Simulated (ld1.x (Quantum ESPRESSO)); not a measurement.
**Transferability test, ultrasoft potential for cadmium (Cd)**

| Item | Value |
| --- | --- |
| Element | Cd |
| Generator | ld1.x (Quantum ESPRESSO) 7.5 |
| Type | ultrasoft |
| Functional | PBE |
| Relativity | scalar-relativistic |
| Frozen core | [Kr] |
| Valence charge | 12 |
| Reference configuration | 4d10 5s1 5p1 |
| Partial waves | 5s (bound): rcut 1.80, rcutus 2.25 bohr; 5s channel at 0.2 Ry: rcut 1.80, rcutus 2.25 bohr; 5p (bound): rcut 2.85, rcutus 3.05 bohr; 5p channel at 0.95 Ry: rcut 2.85, rcutus 3.05 bohr; 4d (bound): rcut 1.70, rcutus 1.90 bohr; 4d channel at -0.25 Ry: rcut 1.70, rcutus 1.90 bohr |
| Local potential | all-electron potential smoothed inside 2.65 bohr (lloc = -1) |
| Core correction | Bessel-smoothed model core, default radius (core density twice the valence density) |
| Augmentation charge | PSQ, inside the norm-conserving radii |

Energies are relative to the spin-unpolarised reference configuration 4d10 5s1 5p1; without spin polarisation the order of configurations can differ from experiment.

| valence configuration | charge | ΔE all-electron (eV) | error AE − PS (meV) |
| --- | --- | --- | --- |
| 4d10 5s2 5p0 | 0 | -4.666 | +3.6 |
| 4d10 5s1 5p0 | +1 | 4.607 | -2.9 |
| 4d10 5s0 5p0 | +2 | 21.733 | -18 |
| 4d9 5s0 5p0 | +3 | 59.742 | -90 |
| 4d10 5s0 5p1 | +1 | 10.385 | -0.5 |
| 4d10 5s0 5p2 | 0 | 5.005 | +2.7 |
| 4d9 5s2 5p1 | 0 | 7.980 | -21 |

Levels in the configuration 4d9 5s2 5p1:

| level | all-electron (eV) | pseudo (eV) |
| --- | --- | --- |
| 4d | -17.261 | -17.326 |
| 5s | -7.999 | -8.020 |
| 5p | -2.526 | -2.526 |
